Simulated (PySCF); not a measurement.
**Excited states of P(5+) (phosphorus, charge +5)**

Ground state [Ne], ¹S. Calculation: PySCF 2.14, in aug-cc-pV(D+d)Z with two added diffuse shells each of s, p, d type (7s6p5d, 50 functions); no relativity, point nucleus. Vertical excitation energies in eV without spin-orbit coupling; excited terms of each kind are numbered among those the solver found. Frozen: 1s2.

```tsv
term	leading excitation	EOM-EE-CCSD
1 3P°	2p → s	137.39
1 1P°	2p → s	138.22
1 3S	2p → p	147.80
1 3D	2p → p	149.26
1 1D	2p → p	149.79
1 1P	2p → p	150.06
1 3P	2p → p	150.08
1 1S	2p → p	155.02
2 3P°	2p → d	166.63
1 3F°	2p → d	167.16
1 1F°	2p → d	167.53
1 1D°	2p → d	167.87
2 3S	2p → p	184.45
2 1D	2p → p	184.97
```

The solver can miss terms.
